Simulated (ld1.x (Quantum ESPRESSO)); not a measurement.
**carbon: one change to a TM potential, before and after**

carbon, norm-conserving Troullier–Martins (Kleinman–Bylander form), made with ld1.x (Quantum ESPRESSO) 7.5 (PBE, scalar-relativistic). Core [He], reference 2s2 2p2. Waves: 2s (bound): rc 1.05 bohr; 2p (bound): rc 2.70 bohr. Local part: the p channel. Core correction: none.

Change: all radii scaled by about 1.31 (s 1.38, p 3.54 bohr).

Cutoffs: the cutoffs (Ry, on a coarse ladder) from which the occupation-weighted sum of valence levels, in a spherical-Bessel basis at the reference potential, stays within 10 and 1 mRy of its value at 400 Ry; they do not see the model core or the augmentation charge, which bear on the density cutoff. Errors are all-electron minus pseudo energies relative to the spin-unpolarised reference configuration.

Question: Predict the effect on cutoff, ghosts and configuration errors.

Answer: The potential gets softer (35 Ry and 90 Ry → 30 Ry and 70 Ry); of the 7 tests that both files solve, the error grows in 6 and shrinks in 1 by more than 15 % and 0.3 meV (median size 62.3 → 219.7 meV); neither file shows a bound ghost at the reference potential, the only one tested. A larger radius leaves more room for a smooth pseudo-wave, so fewer plane waves are needed.

```tsv
quantity	base	changed
cutoff, loose	35 Ry	30 Ry
cutoff, tight	90 Ry	70 Ry
loose cutoff by channel (10 mRy a level)	s 30 Ry, p 15 Ry	s 25 Ry, p 12 Ry
bound ghosts	none	none
error for 2s2 2p1, meV [ΔE 10.86 eV]	+62	+220
error for 2s2 2p0, meV [ΔE 35.02 eV]	+734	+1844
error for 2s1 2p0, meV [ΔE 83.21 eV]	+1484	+3474
error for 2s1 2p2, meV [ΔE 19.62 eV]	-134	-274
error for 2s2 2p2.3, meV [ΔE -1.16 eV]	-1.1	+0.1
error for 2s1 2p3, meV [ΔE 8.48 eV]	-17	-61
error for 2s2 2p1.5, meV [ΔE 3.96 eV]	+5.4	+30
```

Changed file: These tests converged, but a pseudo level misses the all-electron one widely, so the file describes the atom poorly there or has found another state: 2s1 2p0: empty 2p by 5.0 eV.
